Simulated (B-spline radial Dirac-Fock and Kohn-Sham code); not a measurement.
# X-ray scattering factor of Nb²³⁺

System: niobium as Nb²³⁺, configuration [Ne] 3s2 3p6.

Method: Dirac-Fock densities. Computed with a radial B-spline solver. f₀ is the Fourier transform of the spherical electron density, S the Waller-Hartree incoherent function, and s = sin θ/λ. The electron scattering factor follows from the Mott-Bethe formula f_e = 0.023934 Å⁻¹·(Z − f₀)/s².

```
s (Å⁻¹)      f₀       S  f_e (Å)
      0  18.000   0.000        –
   0.05  17.970   0.033  220.476
    0.1  17.882   0.130   55.331
   0.15  17.736   0.290   24.746
    0.2  17.535   0.508   14.040
   0.25  17.283   0.779    9.082
    0.3  16.982   1.096    6.387
   0.35  16.637   1.453    4.760
    0.4  16.254   1.842    3.702
   0.45  15.837   2.257    2.974
    0.5  15.393   2.689    2.451
    0.6  14.445   3.579    1.765
    0.7  13.455   4.470    1.345
    0.8  12.464   5.327    1.067
    0.9  11.507   6.133    0.871
      1  10.611   6.878    0.727
    1.1   9.794   7.561    0.617
    1.2   9.067   8.183    0.531
    1.4   7.883   9.264    0.404
    1.6   7.017  10.159    0.318
    1.8   6.387  10.909    0.256
      2   5.903  11.550    0.210
    2.5   4.939  12.852    0.138
      3   4.040  13.881    0.098
    3.5   3.216  14.685    0.074
      4   2.548  15.291    0.058
      5   1.719  16.087    0.038
      6   1.336  16.583    0.026
```

f₀ starts at the number of electrons, 18, and has fallen to half at s ≈ 1.21 Å⁻¹. The sum of ⟨r²⟩ over the electrons is 1.610 bohr². For an ion f_e diverges as s goes to zero, because of the net charge.
